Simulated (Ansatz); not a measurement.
Total energies of CH$_{2}$ClFOSi (`F[Si]1(Cl)CO1`).

Cartesian coordinates in Å:
```
F 0.341 -1.787 -1.130
Si 0.547 -0.429 -0.358
Cl 2.351 0.288 -0.880
C -0.796 0.527 0.313
O 0.083 -0.353 1.194
H -1.825 0.175 0.294
H -0.700 1.579 0.568
```

Total charge 0; spin multiplicity 1. The geometry is a stationary point of PBE0-D4/def2-TZVP. Basis def2-TZVPP, Ansatz 0.2.0.

RPA on PBE orbitals: Hartree–Fock energy of these orbitals -961.92329 Eh, correlation -1.47856 Eh (frozen core).

```json
{"functional": "PBE", "energy without D4 (Eh)": "-963.73191", "D4 term (kJ/mol)": "-16.6"}
{"functional": "revPBE", "energy without D4 (Eh)": "-964.07201", "D4 term (kJ/mol)": "-49.4"}
{"functional": "BLYP", "energy without D4 (Eh)": "-964.25176", "D4 term (kJ/mol)": "-36.9"}
{"functional": "r2SCAN", "energy without D4 (Eh)": "-964.13926", "D4 term (kJ/mol)": "-3.8"}
{"functional": "B97M-V", "energy without D4 (Eh)": "-964.04380", "D4 term (kJ/mol)": "–"}
{"functional": "B3LYP", "energy without D4 (Eh)": "-964.32314", "D4 term (kJ/mol)": "-27.2"}
{"functional": "HSE06 (plane-wave form)", "energy without D4 (Eh)": "-963.77313", "D4 term (kJ/mol)": "-13.0"}
{"functional": "BHLYP", "energy without D4 (Eh)": "-964.19374", "D4 term (kJ/mol)": "-21.4"}
{"functional": "CAM-B3LYP", "energy without D4 (Eh)": "-964.24569", "D4 term (kJ/mol)": "-14.2"}
{"functional": "PBE-QIDH", "energy without D4 (Eh)": "-963.60271", "D4 term (kJ/mol)": "–"}
```

Give the same for LDA (SPW92), PBE0, r2SCANh, r2SCAN0, LC-ωPBE, ωB97X-V, ωB97M-V, B2PLYP. (Best estimate.)

The calculation gave: 
```csv
functional,energy without D4 (Eh),D4 term (kJ/mol)
LDA (SPW92),-960.12700,–
PBE0,-963.79648,-14.0
r2SCANh,-964.12330,-4.1
r2SCAN0,-964.10059,-4.6
LC-ωPBE,-963.94795,–
ωB97X-V,-964.10630,–
ωB97M-V,-964.19502,–
B2PLYP,-963.91074,–
```

B3LYP takes the VWN-RPA correlation (the form of Gaussian; ORCA's B3LYP/G). HSE06 is the plane-wave form, built on full-range PBE exchange. The double hybrids freeze the cores in their second-order part.

LC-ωPBE has ω = 0.4 bohr⁻¹.
